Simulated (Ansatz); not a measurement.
Mulliken charges of CH5ClOSSi, SMILES `CO[SiH](S)Cl` from PBE/def2-TZVPP in Ansatz (PBE0-D4/def2-TZVP geometry).

| atom | x (Å) | y (Å) | z (Å) | charge (e) |
| --- | --- | --- | --- | --- |
| C1 | 0.051 | -1.662 | -0.076 | -0.146 |
| O2 | 0.443 | -0.348 | -0.427 | -0.278 |
| Si3 | -0.109 | 0.985 | 0.322 | 0.505 |
| S4 | 0.663 | 2.695 | -0.645 | -0.217 |
| Cl5 | 0.548 | 1.084 | 2.261 | -0.221 |
| H6 | 0.374 | -2.332 | -0.872 | 0.112 |
| H7 | -1.037 | -1.743 | 0.033 | 0.094 |
| H8 | 0.523 | -1.969 | 0.861 | 0.107 |
| H9 | -1.588 | 0.946 | 0.371 | -0.074 |
| H10 | 0.131 | 2.343 | -1.829 | 0.118 |

Q: By hand: the dipole of these point charges (1 e Å = 4.8032 D).

A: Σ q r = (-0.317, -0.417, -0.313) e Å, of length 0.610 e Å = 2.93 D.

Q: How does the dipole of the full density compare? (Estimate.)

A: Ansatz gave: (-0.235, -0.337, -0.226) e Å, 2.25 D; the point charges give 1.30 times that, at 3° from its direction.

Point charges leave out the atoms' own dipoles, such as those of lone pairs, and Mulliken's split depends on the basis, so the two needn't agree.
